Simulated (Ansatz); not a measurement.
**Cost against result**

Saddle point of BSiH6O2F, singlet (BH₂O₂F ([OH][B]([OH])[F]) + SiH₄ → BSiH₅O₂ ([OH][B]([OH])[SiH3]) + HF; bonds formed: B1–Si6, F2–H5; bonds broken: B1–F2, H5–Si6), PBE0-D4/def2-TZVP structure:

```
11
angstrom
B -0.1979 0.7451 -0.1588
F 1.3821 1.1166 -0.7994
O -1.1306 0.8359 -1.1456
O -0.3426 1.4243 1.0211
H 1.0698 0.0497 -0.5276
Si 0.1717 -1.4463 0.1581
H -1.7294 1.5762 -1.0096
H 0.4431 1.4488 1.5701
H 0.4286 -2.3320 -1.0064
H -1.2163 -1.6442 0.6421
H 1.1216 -1.7742 1.2559
```

Barriers are electronic and count from the start structure reached by relaxing down the imaginary mode.

Computed with Ansatz 0.2.0 (basis: as named in each row); correlated methods freeze the cores. B3LYP uses VWN-RPA correlation. Extrapolation: Hartree–Fock as exp(−7.88 √X), correlation as X^−2.97.

Times are rough, for one single point on 8 threads of a shared host (Arm Neoverse V1).

The estimate by CCSD(T) at an estimated basis limit (MP2 extrapolated from triple and quadruple zeta, plus CCSD(T) − MP2 in triple zeta) is 306.0 kJ/mol.

| method | basis | time (s) | barrier (kJ/mol) | method less estimate |
| --- | --- | --- | --- | --- |
| HF | STO-3G | under 1 | 486.1 | 180.1 |
| PBE-D4 | STO-3G | under 1 | 300.9 | -5.1 |
| SPW92 | def2-SVP | under 1 | 215.8 | -90.1 |
| B3LYP-D4 | 6-31G | under 1 | 284.5 | -21.4 |
| PBE-D4 | def2-SVP | under 1 | 243.3 | -62.7 |
| PBE0-D4 | def2-SVP | under 1 | 273.9 | -32.1 |
| SPW92 | def2-TZVPP | under 1 | 221.1 | -84.8 |
| PBE-D4 | def2-TZVPP | 1 | 247.1 | -58.9 |
| BLYP-D4 | def2-TZVPP | 1 | 277.6 | -28.3 |
| B3LYP-D4 | def2-TZVPP | 1 | 299.1 | -6.9 |
| BHLYP-D4 | def2-TZVPP | 1 | 333.4 | 27.4 |
| PBE0-D4 | def2-TZVPP | 2 | 276.6 | -29.4 |
| CAM-B3LYP-D4 | def2-TZVPP | 2 | 306.7 | 0.7 |
| wB97M-V | def2-SVP | 2 | 293.2 | -12.8 |
| r2SCAN-D4 | def2-TZVPP | 2 | 273.8 | -32.1 |
| r2SCAN0-D4 | def2-TZVPP | 2 | 294.2 | -11.8 |
| CCSD(T) | def2-SVP | 3 | 322.9 | 16.9 |
| B2PLYP | def2-TZVPP | 3 | 307.4 | 1.4 |
| PBE-QIDH | def2-TZVPP | 3 | 299.1 | -6.9 |
| RPA on PBE | def2-TZVPP | 3 | 304.9 | -1.1 |
| wB97X-V | def2-TZVPP | 4 | 297.0 | -9.0 |
| wB97M-V | def2-TZVPP | 4 | 297.7 | -8.2 |
| B97M-V | def2-TZVPP | 4 | 296.5 | -9.5 |
| MP2 | def2-QZVPP | 11 | 301.9 | -4.0 |
| CCSD(T) | def2-TZVPP | 81 | 308.3 | 2.4 |

All methods are single points on the PBE0-D4 structures.

No T1 diagnostic of these runs exceeds 0.014.

Labels in which every atom is bracketed show which atoms are joined, not bond orders.
